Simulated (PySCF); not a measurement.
# Two-component Hartree-Fock for S⁻ (sulfur, charge -1)

Start: [Ne] 3s2 3p5; 3p1/2 filled at m_j = -1/2, +1/2; 3p3/2 filled at m_j = -1/2, +1/2, +3/2. Calculated with PySCF 2.14 in x2c-TZVPall-2c with one added diffuse shell each of s, p type (6s7p2d1f, 44 functions): generalised Hartree-Fock with the X2C-1e Hamiltonian and a Gaussian nucleus; one run each with spin-orbit coupling (SO) switched off, then screened by Boettger's factors.

```json
{"spinor shell": "1s1/2", "electrons": "2", "ε, spin-free (eV)": "-2502.5", "ε, screened SO (eV)": "-2502.5", "weight of nominal j (screened SO)": "1.000", "rms radius, screened SO (bohr)": "0.112"}
{"spinor shell": "2s1/2", "electrons": "2", "ε, spin-free (eV)": "-237.45", "ε, screened SO (eV)": "-237.44", "weight of nominal j (screened SO)": "1.000", "rms radius, screened SO (bohr)": "0.516"}
{"spinor shell": "2p1/2", "electrons": "2", "ε, spin-free (eV)": "-172.96", "ε, screened SO (eV)": "-173.96", "weight of nominal j (screened SO)": "0.992", "rms radius, screened SO (bohr)": "0.489"}
{"spinor shell": "3s1/2", "electrons": "2", "ε, spin-free (eV)": "-15.932", "ε, screened SO (eV)": "-15.925", "weight of nominal j (screened SO)": "0.999", "rms radius, screened SO (bohr)": "1.92"}
{"spinor shell": "3p1/2", "electrons": "2", "ε, spin-free (eV)": "-2.974", "ε, screened SO (eV)": "-2.937", "weight of nominal j (screened SO)": "0.654", "rms radius, screened SO (bohr)": "2.62"}
{"spinor shell": "3p3/2", "electrons": "3", "ε, spin-free (eV)": "-2.974", "ε, screened SO (eV)": "-2.997", "weight of nominal j (screened SO)": "0.769", "rms radius, screened SO (bohr)": "2.59"}
```

(1) Where does 2p3/2 lie, and what is the 2p spin-orbit splitting (screened SO)?

```csv
quantity,spin-free,screened SO
E (hartree),-398.61268,-398.61412
M_J,3/2,3/2
⟨J²⟩,3.777,3.777
⟨L²⟩,2.015,2.015
⟨S²⟩,0.763,0.762
```

Each row is a mean over spinors that exchange with the open shell spreads, by up to 2.931 eV (3s1/2).

Rows whose weight is well below 1 are mixtures of j = l ± 1/2: exchange outweighs spin-orbit coupling there, and the label is only the starting occupation.

Without spin-orbit coupling the j labels of p, d and f shells carry no meaning; the spin-free column gives the mean over the occupied spinors of each nl shell.

## Answers

(1) At -172.44 eV, 1.513 eV above 2p1/2.
